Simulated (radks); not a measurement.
Valence configurations of Ce+ (all share [Xe]). All-electron calculation, non-relativistic Kohn-Sham, PBE, spin-polarised, spherical densities, point nucleus; open shells are filled with parallel spins first (spin-orbit coupling, left out, can overturn this in heavy ions); relativity is left out, which matters for an element this heavy. Program: a radial shooting solver on a logarithmic mesh with Libxc functionals. Energies are relative to 4f1 5d2; eigenvalues in eV for spin up.

valence          E (eV)  moment (Bohr magnetons)    e(4f)    e(5d)   e(6p)   e(6s)
4f1 5d2           0.000                        3  -12.511   -7.948       -       -
4f1 5d1 6p1       3.543                        3  -15.928  -10.236  -6.234       -
5d2 6s1           8.719                        3        -  -11.014       -  -8.923
4f3              -1.484                        3   -3.372        -       -       -
4f0.5 5d2 6s0.5   3.439                        3  -16.810   -9.443       -  -8.142
4f1 5d1 6s1       0.837                        3  -15.022   -9.561       -  -8.480
4f1 5d1.5 6s0.5   0.356                        3  -13.746   -8.751       -  -7.909
4f0.5 5d1 6s1.5   5.501                        2  -19.548  -11.044       -  -9.080
4f2 5d1          -2.462                        3   -7.169   -6.641       -       -
4f0.5 5d1.5 6s1   4.159                        3  -18.148  -10.293       -  -8.717

NIST lists [Xe] 4f1 5d2 as the ground configuration; this level of theory puts 4f2 5d1 lower, by 2.462 eV. The energies are those of spherical high-spin densities, not of single terms. Relativity is left out, which favours d and f over s occupation in heavy atoms.
